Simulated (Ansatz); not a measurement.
Stretching the Se2–H6 bond in H4SeSi (SMILES [SiH3][SeH]) (multiplicity 1 held, fragments rigid). Energies count from the point at 1.472 Å.
Geometry at that point (charge 0, multiplicity 1):
```csv
atom,x (Å),y (Å),z (Å)
Si,-1.4109,-0.5597,0.0508
Se,0.7062,0.3230,-0.0277
H,-1.6337,-1.3177,1.3013
H,-2.3080,0.6138,0.0017
H,-1.6695,-1.4457,-1.1051
H,1.3547,-0.9972,0.0329
```

Signs of static correlation in def2-TZVPP, with CASSCF(4,3), from Ansatz (an electronic-structure program) runs.

| R (Å) | T1 of restricted CCSD | ⟨S²⟩ of UHF | largest double amplitude of restricted CCSD | weight of the CASSCF reference in MRCISD | CASSCF natural occupations |
|---|---|---|---|---|---|
| 1.178 | 0.010 | 0.000 | 0.030 | 0.889 | 2.00 1.99 0.01 |
| 1.325 | 0.011 | 0.000 | 0.030 | 0.888 | 2.00 1.98 0.02 |
| 1.472 | 0.011 | 0.000 | 0.030 | 0.887 | 2.00 1.97 0.03 |
| 1.619 | 0.011 | 0.000 | 0.034 | 0.887 | 2.00 1.96 0.04 |
| 1.767 | 0.012 | 0.000 | 0.067 | 0.887 | 2.00 1.94 0.06 |
| 1.987 | 0.014 | 0.236 | 0.092 | 0.886 | 2.00 1.89 0.11 |
| 2.208 | 0.017 | (withheld) | 0.207 | 0.886 | 2.00 1.82 0.19 |
| 2.576 | 0.023 | 0.873 | (withheld) | 0.887 | 2.00 1.64 0.36 |
| 2.944 | 0.030 | 0.962 | 0.489 | 0.887 | 2.00 1.44 0.56 |
| 3.386 | 0.038 | 0.997 | 0.636 | 0.888 | 2.00 1.25 0.75 |
| 3.975 | 0.043 | 1.008 | 0.766 | 0.888 | 2.00 1.11 0.89 |
| 4.711 | 0.043 | 1.011 | 0.843 | 0.888 | 2.00 1.04 0.96 |

Problem. What belongs in the gaps?

Solution. 
- 2.208, ⟨S²⟩ of UHF: 0.612
- 2.576, largest double amplitude of restricted CCSD: 0.348

Doubts at one or more of the structures used: active orbitals that take no part (SC-NEVPT2 on CASSCF(4,3)/def2-TZVPP); a restricted determinant that unrestricted orbitals would lower (R-CCSD(T)/def2-TZVPP); other coupled-cluster roots lie near (R-CCSD(T)/def2-TZVPP); a spin-contaminated determinant (U-CCSD(T)/def2-TZVPP); T1 above 0.05 (U-CCSD(T)/def2-TZVPP).
